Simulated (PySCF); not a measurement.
## Converging InH in the basis (PBE)

PySCF, UKS reference; singlet, unpaired electrons none; De to In + H without counterpoise correction.

```json
{"basis": "cc-pVDZ-PP/cc-pVDZ", "relativity": "scalar-relativistic core potentials", "functions": "28", "Re (Å)": "1.882", "ωe (cm⁻¹)": "1388", "De (eV)": "2.64", "μ (D)": "-0.79"}
{"basis": "def2-SVP", "relativity": "scalar-relativistic core potentials", "functions": "31", "Re (Å)": "1.886", "ωe (cm⁻¹)": "1384", "De (eV)": "2.62", "μ (D)": "-0.77"}
{"basis": "cc-pVTZ-PP/cc-pVTZ", "relativity": "scalar-relativistic core potentials", "functions": "53", "Re (Å)": "1.877", "ωe (cm⁻¹)": "1390", "De (eV)": "2.64", "μ (D)": "-0.91"}
{"basis": "def2-TZVP", "relativity": "scalar-relativistic core potentials", "functions": "56", "Re (Å)": "1.872", "ωe (cm⁻¹)": "1395", "De (eV)": "2.66", "μ (D)": "-0.96"}
{"basis": "x2c-TZVPPall", "relativity": "spin-free X2C", "functions": "74", "Re (Å)": "1.872", "ωe (cm⁻¹)": "1395", "De (eV)": "2.66", "μ (D)": "-0.94"}
```

Question: How does each smaller set differ from the one with most functions, x2c-TZVPPall?

Answer: cc-pVDZ-PP/cc-pVDZ: +1.0 pm, -0.5 % in ωe, -0.02 eV in De; def2-SVP: +1.4 pm, -0.8 % in ωe, -0.04 eV in De; cc-pVTZ-PP/cc-pVTZ: +0.5 pm, -0.4 % in ωe, -0.02 eV in De; def2-TZVP: +0.0 pm, +0.0 % in ωe, +0.00 eV in De. All at PBE; the set with most functions is neither the basis-set limit nor always the best. The rows treat relativity differently, so the differences are not basis effects alone.

A positive dipole means In(−)H(+). Spin–orbit coupling is left out, which matters for elements this heavy, above all for dissociation energies.
